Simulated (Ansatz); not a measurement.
Consider the hydrogenolysis of the Si–O bond: `N[Si](O)(O)F` + H₂ → `N[SiH](O)F` + H₂O.

Isolated molecules relaxed with PBE0-D4/def2-TZVP in Ansatz; ΔE leaves out vibrations. CBS: MP2 limit from def2 TZ/QZ plus the TZ coupled-cluster correction, frozen cores. This one scheme is used for every species. Functionals use def2-TZVPP. One conformer a species, not always the lowest.

```tsv
species	r2SCAN-D4 energy (Eh)
`N[Si](O)(O)F`	-597.15412
H₂	-1.17130
`N[SiH](O)F`	-521.86203
H₂O	-76.42324
```

(1) Work out ΔE.

(2) What do rigid-rotor, harmonic-oscillator terms from PBE0-D4/def2-TZVP frequencies (298.15 K, 1 bar) make of the CCSD(T)/CBS value? (Best estimate.)

Largest T1 diagnostic among the species: 0.011.

## Answers

(1) ΔE = (-521.86203) + (-76.42324) − (-597.15412) − (-1.17130) = 0.04015 Eh = +105.4 kJ/mol. CCSD(T)/CBS gives +97.3 kJ/mol.

(2) Ansatz gave: ΔZPE = +13.7 kJ/mol, ΔH = +109.0 kJ/mol, ΔS = 34 J/(mol·K), ΔG = +98.9 kJ/mol.

At CCSD(T), def2-SVP lies −9.9 kJ/mol from the extrapolated value and def2-TZVPP +1.0 kJ/mol. From BLYP to BHLYP (50 % exact exchange), in def2-TZVPP and without D4, ΔE moves by +7.7 kJ/mol. The D4 term adds +6.4 kJ/mol with B3LYP and +3.3 kJ/mol with PBE0; it sums over pairs of atoms, weighted by their polarisabilities, and B3LYP, whose exchange is more repulsive, gets the larger term.

B3LYP here is the variant with VWN-RPA as its local correlation; programs differ in this.
